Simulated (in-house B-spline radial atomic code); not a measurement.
RPA and G0W0 for the lead ion Pb³⁺, [Xe] 4f14 5d10 6s1, highest spin, as one setting changes: the radius of a hard wall (bohr). Start: PBE0. A dash marks a level of low quasi-particle weight. Computed with an all-electron radial atomic-structure program (B-spline basis): all electrons, scalar-relativistic (spin-free one-electron X2C), finite nucleus, each spin shell either full or empty, empty states to l = 9 with an (l + 1/2)⁻⁴ tail; G0W0 by contour deformation at full frequency.

Without the two-electron picture change, the correlation of inner shells comes somewhat too large for so heavy an element.

RPA overbinds a lone outer s electron by self-correlation, and G0W0 tends to as well.

| radius of a hard wall (bohr) | mean-field level (eV) | G0W0 level (eV) | RPA correlation (Eh) |
| --- | --- | --- | --- |
| 2 | 38.71 | 6s up 32.72 | -7.1441 |
| 2.5 | -13.316 | 6s up -18.677 | -7.1 |
| 3 | -29.910 | 6s up -34.84 | -7.0839 |
| 3.5 | -35.67 | 6s up -40.28 | -7.0742 |
| 4 | -37.73 | 6s up -42.13 | -7.0676 |
| 5 | ? | ? | ? |
| 6 | -38.83 | 6s up -42.97 | -7.0595 |
| 8 | ? | ? | ? |
| 12 | -38.84 | 6s up -42.97 | -7.0561 |

**Question.** What belongs in the row for 5?

**Answer.** mean-field level (eV): -38.72; G0W0 level (eV): 6s up -42.91; RPA correlation (Eh): -7.0616.

**Question.** What belongs in the row for 8?

**Answer.** mean-field level (eV): -38.84; G0W0 level (eV): 6s up -42.97; RPA correlation (Eh): -7.0576.
